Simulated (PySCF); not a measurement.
A structure optimised at PBE-D3(BJ)/def2-SVP, used in a PySCF frequency run:

```
Si
F 1 1.6564
H 1 1.5070 2 107.88
Si 1 2.3512 3 111.35 2 120.76
H 4 1.5043 1 115.14 3 -41.73
C 4 1.8804 5 110.88 1 128.66
H 6 1.1082 4 110.61 5 176.61
H 6 1.1084 7 108.66 4 121.99
H 6 1.1098 7 108.43 8 117.90
Cl 4 2.1083 5 107.48 6 119.85
Si 1 2.3584 3 110.46 2 -119.55
H 11 1.5034 1 109.64 3 -46.82
H 11 1.5054 12 109.28 1 -121.03
H 11 1.5057 12 109.21 13 -118.81
```
Charge 0, spin multiplicity 1.

Question: Write its SMILES and formula.

Answer: C[Si@H](Cl)[Si@@H](F)[SiH3], CH8ClFSi3

Question: What are its rotational constants (standard atomic weights)?

Answer: 1.6140, 0.99337, 0.76642 GHz
